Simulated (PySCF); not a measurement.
C2H5FSi2, SMILES C#C[Si@@H](F)[SiH3].

Geometry: B3LYP-D3(BJ)/def2-SVP. The structure was generated by enumeration; whether it is a known compound was not checked.

The numbers are results of TDDFT-PBE0/def2-SVPD (PySCF), not measurements.

Vertical excitations. 

Question: Give excitation energies, oscillator strengths and character. (An estimate is asked for; the answer gives what the named calculation found.)

Answer: 
```json
[
 {"state": "S1", "energy (eV)": "5.39", "λ (nm)": "230", "f": "0.007", "main pairs": "HOMO→LUMO 88 %"},
 {"state": "S2", "energy (eV)": "5.98", "λ (nm)": "207", "f": "0.003", "main pairs": "HOMO−1→LUMO 54 %, HOMO→LUMO+1 36 %"},
 {"state": "S3", "energy (eV)": "6.24", "λ (nm)": "199", "f": "0.013", "main pairs": "HOMO−1→LUMO+1 80 %"},
 {"state": "S4", "energy (eV)": "6.57", "λ (nm)": "189", "f": "0.012", "main pairs": "HOMO−2→LUMO 79 %"},
 {"state": "S5", "energy (eV)": "7.06", "λ (nm)": "175", "f": "0.158", "main pairs": "HOMO→LUMO+2 41 %, HOMO→LUMO+1 29 %, HOMO−2→LUMO+1 12 %, HOMO−1→LUMO 9 %"},
 {"state": "S6", "energy (eV)": "7.22", "λ (nm)": "172", "f": "0.255", "main pairs": "HOMO→LUMO+2 49 %, HOMO→LUMO+1 17 %, HOMO−2→LUMO+1 15 %, HOMO−1→LUMO 9 %"},
 {"state": "S7", "energy (eV)": "7.49", "λ (nm)": "166", "f": "0.009", "main pairs": "HOMO→LUMO+3 86 %"},
 {"state": "S8", "energy (eV)": "7.64", "λ (nm)": "162", "f": "0.031", "main pairs": "HOMO→LUMO+4 56 %, HOMO−3→LUMO 22 %"},
 {"state": "S9", "energy (eV)": "7.68", "λ (nm)": "161", "f": "0.036", "main pairs": "HOMO−3→LUMO 54 %, HOMO→LUMO+4 16 %"},
 {"state": "S10", "energy (eV)": "7.74", "λ (nm)": "160", "f": "0.020", "main pairs": "HOMO−1→LUMO+2 42 %, HOMO−2→LUMO+1 21 %, HOMO−3→LUMO 10 %, HOMO−1→LUMO+4 8 %"},
 {"state": "T1", "energy (eV)": "4.65", "λ (nm)": "266", "f": "0", "main pairs": "HOMO−1→LUMO 43 %, HOMO→LUMO+1 21 %, HOMO→LUMO 11 %, HOMO−2→LUMO+1 7 %"},
 {"state": "T2", "energy (eV)": "4.90", "λ (nm)": "253", "f": "0", "main pairs": "HOMO→LUMO 72 %"},
 {"state": "T3", "energy (eV)": "5.13", "λ (nm)": "242", "f": "0", "main pairs": "HOMO→LUMO+1 48 %, HOMO−1→LUMO 30 %, HOMO−2→LUMO+1 10 %"},
 {"state": "T4", "energy (eV)": "5.64", "λ (nm)": "220", "f": "0", "main pairs": "HOMO−1→LUMO+1 41 %, HOMO−2→LUMO 31 %, HOMO→LUMO 13 %"}
]
```
Triplets are in the Tamm–Dancoff approximation, which puts them higher than full response would, so one can lie above its singlet here.
